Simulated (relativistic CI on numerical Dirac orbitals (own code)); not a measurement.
**Radial parameters of Hf LIX**

These numbers are calculated, not measured: Dirac-Coulomb-Breit CI, orbitals from a KLI potential per configuration, model QED (radiative potential, 1s self-energy scaled to tabulated hydrogen-like ionisation energies), unscaled Slater integrals (own radial code, finite nucleus).

Slater integrals F^k, G^k are unscaled and averaged over j, outside the closed core [Ne]; ζ comes from projecting the Hamiltonian with its Breit term on Σ l·s of the shell.

- 3s2.3p2: F^2(3p,3p) = 522790, ζ(3p) = 1.7041e+06 cm⁻¹; <r>(3p) = 0.1868, <r^2>(3p) = 0.04041 (bohr units).
- 3s2.3p.3d: ζ(3p) = 1.7029e+06, F^2(3p,3d) = 527830, G^1(3p,3d) = 543610, G^3(3p,3d) = 368560, ζ(3d) = 231240 cm⁻¹; <r>(3p) = 0.1869, <r^2>(3p) = 0.04047, <r>(3d) = 0.1652, <r^2>(3d) = 0.03145 (bohr units).
- 3s.3p3: F^2(3p,3p) = 522630, G^1(3s,3p) = 662810, ζ(3p) = 1.7039e+06 cm⁻¹; <r>(3s) = 0.191, <r^2>(3s) = 0.0417, <r>(3p) = 0.1868, <r^2>(3p) = 0.04044 (bohr units).

Averages of the first 10 configurations, taken without configuration mixing, which lowers the lowest level and can move excited configurations by several eV; other configurations of the list can lie among them:

| Configuration | Parity | States | Average energy above the lowest level (eV) |
| --- | --- | --- | --- |
| 3s2.3p2 | even | 15 | 422.7 |
| 3s2.3p.3d | odd | 60 | 792.8 |
| 3s.3p3 | odd | 40 | 803.0 |
| 3s2.3d2 | even | 45 | 1171.8 |
| 3p4 | even | 15 | 1206.2 |
| 3s.3p2.3d | even | 300 | 1163.4 |
| 3p2.3d2 | even | 675 | 1916.2 |
| 3s.3p.3d2 | odd | 540 | 1532.6 |
| 3p3.3d | odd | 200 | 1556.8 |
| 3s2.3d.4s | even | 20 | 3347.3 |
